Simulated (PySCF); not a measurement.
CH8Ge2, SMILES [CH3][GeH2][GeH3].

Coordinates come from a PBE-D3(BJ)/def2-SVP optimisation. The structure was generated by enumeration, and PubChem lists no compound with its InChIKey, so it may never have been made.

Two levels are set side by side: PBE/def2-TZVP (PySCF) and B3LYP/def2-TZVP (PySCF). Same geometry, gas phase. Differences are taken from unrounded values.

| quantity | B3LYP |
|---|---|
| orbital gap (eV) | 7.80 |
| highest occupied level (eV) | -7.68 |
| lowest empty level (eV) | 0.12 |
| dipole moment (D) | 0.84 |
| mean polarisability (bohr³) | 81.2 |

Task: What does PBE give, and how far is it from B3LYP? (The exact figures need the calculation; the answer reports its results.)

Result: 
```
quantity                       PBE  PBE minus B3LYP
---------------------------  -----  ---------------
orbital gap (eV)              6.40            -1.40
highest occupied level (eV)  -6.81             0.87
lowest empty level (eV)      -0.41            -0.53
dipole moment (D)             0.86             0.02
mean polarisability (bohr³)   83.0              1.9
```

PBE's occupied levels lie high since its potential decays too fast outside the molecule; exact exchange lowers them and widens the gap. Differences between two approximate levels are no errors against the true value.

Rough cost on one machine, each run with all the roots and properties that it gave: B3LYP against PBE within a factor of 2.
